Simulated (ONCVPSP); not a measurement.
## Which change was made? (Pt, ONCV)

| Property | Result |
| --- | --- |
| Element | Pt |
| Generator | ONCVPSP 4.0.1 |
| Type | optimised norm-conserving Vanderbilt (ONCV) |
| Functional | PBE |
| Relativity | scalar-relativistic |
| Frozen core | [Kr] 4d10 4f14 5s2 |
| Valence charge | 16 |
| Reference configuration | 5p6 5d9 6s1 |
| Partial waves | 6s: rc 2.40 bohr, ncon 4, nbas 8, qcut 2.1 1/bohr, 2 projectors, debl 2.6 Ha; 5p: rc 1.70 bohr, ncon 5, nbas 9, qcut 7.1 1/bohr, 2 projectors, debl 1 Ha; 5d: rc 2.00 bohr, ncon 4, nbas 8, qcut 7.5 1/bohr, 1 projector |
| Local potential | polynomial inside 1.65 bohr (lpopt 4, dvloc0 1 Ha) |
| Core correction | Teter function, fcfact 2.25, rcfact 1.05 |

In the p channel the program set the typed energies aside and used -2.059, 0.250 Ha.

Cutoffs, loose and tight: the cutoffs (Ha) at which the residual kinetic energy of the hardest occupied pseudo-wave falls to 1 and 0.1 mHa per electron. They do not see the model core or the augmentation charge, which bear on the density cutoff. Test errors are all-electron minus pseudo excitation energies from the reference, over the configurations 5p6 5d9 6s0; 5p6 5d8 6s0; 5p6 5d7 6s0; 5p6 5d6 6s0; variants that change the core or the reference have their own tests.

The base gives: outcome: generated, projector energies reset by the program; cutoff, loose: 19 Ha; cutoff, tight: 29 Ha; bound ghosts: none; GHOST(+) flags above zero: s; largest test error (meV): -46.

(1) After one change the result is: outcome: generated, projector energies reset by the program; cutoff, loose: 37 Ha; cutoff, tight: 44 Ha; bound ghosts: none; GHOST(+) flags above zero: s; largest test error (meV): -4.0 over the solved tests; 1 of 4 tests not solved or not reliable. Which change was it?
A. core [Kr] 4d10 4f14, valence charge 18; reference 5s2 5p6 5d9 6p1; waves now 5s: rc 1.60 bohr, ncon 3, nbas 7, qcut 7.8 1/bohr, 2 projectors, debl 3.9 Ha; 5p+6p: rc 1.45 bohr, ncon 3, nbas 7, qcut 10.7 1/bohr, 2 projectors; 5d: rc 1.70 bohr, ncon 4, nbas 8, qcut 10.7 1/bohr, 2 projectors, debl 3.1 Ha; local potential polynomial inside 1.10 bohr (lpopt 5, dvloc0 0 Ha)
B. local potential polynomial inside 1.65 bohr (lpopt 4, dvloc0 8.5 Ha)
C. d: qcut 5.6

## Answers

(1) A. The others give: local potential polynomial inside 1.65 bohr (lpopt 4, dvloc0 8.5 Ha) → outcome: generated, projector energies reset by the program; cutoff, loose: 19 Ha; cutoff, tight: 29 Ha; bound ghosts: none; GHOST(+) flags above zero: none; largest test error (meV): -111 | d: qcut 5.6 → outcome: generated, projector energies reset by the program; cutoff, loose: 19 Ha; cutoff, tight: 48 Ha; bound ghosts: none; GHOST(+) flags above zero: s; largest test error (meV): -32.
